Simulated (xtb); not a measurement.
Br₅Ta (SMILES [Br][Ta]([Br])([Br])([Br])[Br]), singlet, geometry from GFN2-xTB (such geometries of metal compounds can be far from the true shape); GFN0-xTB (xtb).

Here is a job for xtb.
```
$ xtb mol.xyz --gfn 0 --ohess --json

# file mol.xyz
6

Ta     0.00000000    -0.00000000    -0.00000000
Br     1.78704776    -0.53182548     1.65658392
Br    -1.78704776     0.53182548    -1.65658392
Br     0.39949479     2.38404800     0.33441180
Br     1.23333407    -1.21431136    -1.72030440
Br    -1.63282886    -1.16973665     1.38589260
```

### Question
Write the output that xtb gives for this input, abridged.

### Answer

```
   ID    Z sym.   atoms
    1   73 Ta     1
    2   35 Br     2-6

           -------------------------------------------------
          |                Calculation Setup                |
           -------------------------------------------------

           -------------------------------------------------
          |                 G F N 0 - x T B                 |
           -------------------------------------------------

          ...................................................
          :                      SETUP                      :
          :.................................................:
          :  # basis functions                  60          :
          :  # atomic orbitals                  54          :
          :  # shells                           18          :
          :  # electrons                        40          :
          :  electronic temp.          300.0000000     K    :
          :  accuracy                    1.0000000          :
          :  -> integral cutoff          0.2500000E+02      :
          :  -> integral neglect         0.1000000E-07      :
          ...................................................

         :::::::::::::::::::::::::::::::::::::::::::::::::::::
         ::                     SUMMARY                     ::
         :::::::::::::::::::::::::::::::::::::::::::::::::::::
         :: total energy             -20.372027066564 Eh    ::
         :: gradient norm              0.010966570555 Eh/a0 ::
         :: HOMO-LUMO gap              4.143343163638 eV    ::
         ::.................................................::
         :: H0 energy                -20.317498114764 Eh    ::
         :: repulsion energy           0.019413608953 Eh    ::
         :: electrostat energy        -0.070945547149 Eh    ::
         :: -> Gsolv                   0.000000000000 Eh    ::
         ::    -> Gsasa                0.000000000000 Eh    ::
         ::    -> Gshift               0.000000000000 Eh    ::
         :: dispersion energy         -0.002997013605 Eh    ::
         :: short-range corr.          0.000000000000 Eh    ::
         :: add. restraining           0.000000000000 Eh    ::
         :: total charge               0.000000000000 e     ::
         :::::::::::::::::::::::::::::::::::::::::::::::::::::

      -----------------------------------------------------------
     |                   =====================                   |
     |                        A N C O P T                        |
     |                   =====================                   |
     |               Approximate Normal Coordinate               |
     |                Rational Function Optimizer                |
      -----------------------------------------------------------
      -----------------------------------------------------------
     |                   =====================                   |
     |                        A N C O P T                        |
     |                   =====================                   |
     |               Approximate Normal Coordinate               |
     |                Rational Function Optimizer                |
      -----------------------------------------------------------

          ...................................................
          :                      SETUP                      :
          :.................................................:
          :   optimization level            normal          :
          :   max. optcycles                   200          :
          :   ANC micro-cycles                  20          :
          :   degrees of freedom                12          :
          :.................................................:
          :   RF solver                   davidson          :
          :   write xtbopt.log                true          :
          :   linear?                        false          :
          :   energy convergence         0.5000000E-05 Eh   :
          :   grad. convergence          0.1000000E-02 Eh/α :
          :   maxmium RF displ.          1.0000000          :
          :   Hlow (freq-cutoff)         0.1000000E-01      :
          :   Hmax (freq-cutoff)         5.0000000          :
          :   S6 in model hess.         20.0000000          :
          ...................................................

generating ANC from exact Hessian ...
Using Lindh-Hessian (1995)
 Shifting diagonal of input Hessian by    1.4738534141422045E-002
 Lowest  eigenvalues of input Hessian
    0.010000    0.010759    0.010759    0.011559    0.011559    0.000000
    0.000000    0.000000    0.000000    0.000000    0.000000    0.014984
    0.014984    0.031445    0.041530    0.075463    0.080854    0.080854
 Highest eigenvalues
    0.014984    0.031445    0.041530    0.075463    0.080854    0.080854

........................................................................
.............................. CYCLE    1 ..............................
........................................................................
 * total energy  :   -20.3720271 Eh     change        0.0000000E+00 Eh
   gradient norm :     0.0109666 Eh/α   predicted     0.0000000E+00 (   0.00%)
   displ. norm   :     0.3080910 α      lambda       -0.3370058E-02
   maximum displ.:     0.2973757 α      in ANC's #8, #9, #5, ...

........................................................................
.............................. CYCLE    2 ..............................
........................................................................
 * total energy  :   -20.3727226 Eh     change       -0.6954989E-03 Eh
   gradient norm :     0.0072921 Eh/α   predicted    -0.1844970E-02 ( 165.27%)
   displ. norm   :     0.1046342 α      lambda       -0.7611887E-03
   maximum displ.:     0.0939956 α      in ANC's #9, #8, #12, ...

........................................................................
[...]
 * total energy  :   -20.3731880 Eh     change       -0.4654231E-03 Eh
 * total energy  :   -20.3732070 Eh     change       -0.1901593E-04 Eh
 * total energy  :   -20.3732166 Eh     change       -0.9597469E-05 Eh
 * total energy  :   -20.3732166 Eh     change       -0.1633120E-07 Eh
   *** GEOMETRY OPTIMIZATION CONVERGED AFTER 6 ITERATIONS ***
         :: total energy             -20.373216618265 Eh    ::
[...]
     5  35 Br   0.885 --     1 Ta   0.778
     6  35 Br   0.885 --     1 Ta   0.778
 ---------------------------------------------------------------------------

Topologies differ in total number of bonds
Writing topology from bond orders to xtbtopo.mol

 dipole moment from electron density (au)
     X       Y       Z
   0.0000   0.0000   0.0000  total (Debye):    0.000

           -------------------------------------------------
          |               Frequency Printout                |
           -------------------------------------------------
 projected vibrational frequencies (cm⁻¹)
eigval :       -0.00    -0.00     0.00     0.00     0.00     0.00
eigval :      -17.28    17.43    17.43    61.74    61.74    71.56
eigval :       71.56    75.37    98.82   148.72   159.85   159.85
 reduced masses (amu)
   1: 91.77   2: 94.05   3: 96.23   4:102.37   5: 99.85   6: 89.65   7:147.74   8: 80.01
   9: 80.01  10:113.32  11:113.32  12: 79.90  13: 79.90  14: 79.90  15: 81.62  16: 79.90
  17:115.92  18:115.92
 IR intensities (km·mol⁻¹)
   1:  0.00   2:  0.00   3:  0.00   4:  0.00   5:  0.00   6:  0.00   7:  0.33   8:  0.04
   9:  0.04  10:  0.39  11:  0.39  12:  0.00  13:  0.00  14:  0.00  15:  0.00  16:  0.00
  17:  0.12  18:  0.12
 Raman intensities (Ä⁴*amu⁻¹)
   1:  0.00   2:  0.00   3:  0.00   4:  0.00   5:  0.00   6:  0.00   7:  0.00   8:  0.00
   9:  0.00  10:  0.00  11:  0.00  12:  0.00  13:  0.00  14:  0.00  15:  0.00  16:  0.00
  17:  0.00  18:  0.00
 output can be read by thermo (or use thermo option).
 writing <g98.out> molden fake output.
 recommended (thermochemical) frequency scaling factor: 1.0
           -------------------------------------------------
          |             Thermodynamic Functions             |
           -------------------------------------------------

d3h symmetry found (for desy threshold:  0.10E+00) used in thermo
 inverting freq            1   17.284374593398876

          ...................................................
          :                      SETUP                      :
          :.................................................:
          :  # frequencies                          12      :
          :  # imaginary freq.                       0      :
          :  linear?                             false      :
          :  only rotor calc.                    false      :
          :  symmetry                              d3h      :
          :  rotational number                       6      :
          :  scaling factor                  1.0000000      :
          :  rotor cutoff                   50.0000000 cm⁻¹ :
          :  imag. cutoff                  -20.0000000 cm⁻¹ :
          :.................................................:

    mode    ω/cm⁻¹     T·S(HO)/kcal·mol⁻¹    T·S(FR)/kcal·mol⁻¹   T·S(vib)
   ------------------------------------------------------------------------
       1     17.28    -2.06439 (  1.41%)    -1.37105 ( 98.59%)    -1.38081
       2     17.43    -2.05945 (  1.45%)    -1.36858 ( 98.55%)    -1.37864
       3     17.43    -2.05944 (  1.46%)    -1.36858 ( 98.54%)    -1.37863
       4     61.74    -1.31205 ( 69.93%)    -0.99400 ( 30.07%)    -1.21641
       5     61.74    -1.31205 ( 69.93%)    -0.99400 ( 30.07%)    -1.21641
       6     71.56    -1.22540 ( 80.75%)    -0.95031 ( 19.25%)    -1.17245
       7     71.56    -1.22540 ( 80.75%)    -0.95031 ( 19.25%)    -1.17245
       8     75.37    -1.19495 ( 83.78%)    -0.93493 ( 16.22%)    -1.15277
       9     98.82    -1.03678 ( 93.85%)    -0.85469 (  6.15%)    -1.02558
      10    148.72    -0.80159 ( 98.74%)    -0.73362 (  1.26%)    -0.80074
      11    159.85    -0.76075 ( 99.05%)    -0.71224 (  0.95%)    -0.76029
      12    159.85    -0.76074 ( 99.05%)    -0.71223 (  0.95%)    -0.76028
   ------------------------------------------------------------------------

   temp. (K)  partition function   enthalpy   heat capacity  entropy
                                   cal/mol     cal/K/mol   cal/K/mol   J/K/mol
 298.15  VIB  0.198E+08             5858.291     19.298     44.997
         ROT  0.865E+06              888.752      2.981     30.148
         INT  0.171E+14             6747.043     22.279     75.145
         TR   0.135E+29             1481.254      4.968     44.940
         TOT                        8228.2968    27.2474   120.0844   502.4332

       T/K    H(0)-H(T)+PV         H(T)/Eh          T*S/Eh         G(T)/Eh
   ------------------------------------------------------------------------
    298.15    0.131126E-01    0.153028E-01    0.570560E-01   -0.417532E-01
   ------------------------------------------------------------------------

         :::::::::::::::::::::::::::::::::::::::::::::::::::::
         ::                  THERMODYNAMIC                  ::
         :::::::::::::::::::::::::::::::::::::::::::::::::::::
         :: total free energy         -20.414969815601 Eh   ::
         ::.................................................::
         :: total energy              -20.373216618265 Eh   ::
         :: zero point energy           0.002190154002 Eh   ::
         :: G(RRHO) w/o ZPVE           -0.043943351338 Eh   ::
         :: G(RRHO) contrib.           -0.041753197336 Eh   ::
         :::::::::::::::::::::::::::::::::::::::::::::::::::::
imag cut-off (cm-1) :    5.00
 found            1  significant imaginary frequency
 writing imag mode distorted coords to xtbhess.xyz
 for further optimization.

optimized geometry written to: xtbopt.xyz

           -------------------------------------------------
          | TOTAL ENERGY              -20.373216618265 Eh   |
          | TOTAL ENTHALPY            -20.357913838596 Eh   |
          | TOTAL FREE ENERGY         -20.414969815601 Eh   |
          | GRADIENT NORM               0.000001062419 Eh/α |
          | HOMO-LUMO GAP               3.930242366613 eV   |
           -------------------------------------------------

normal termination of xtb
```
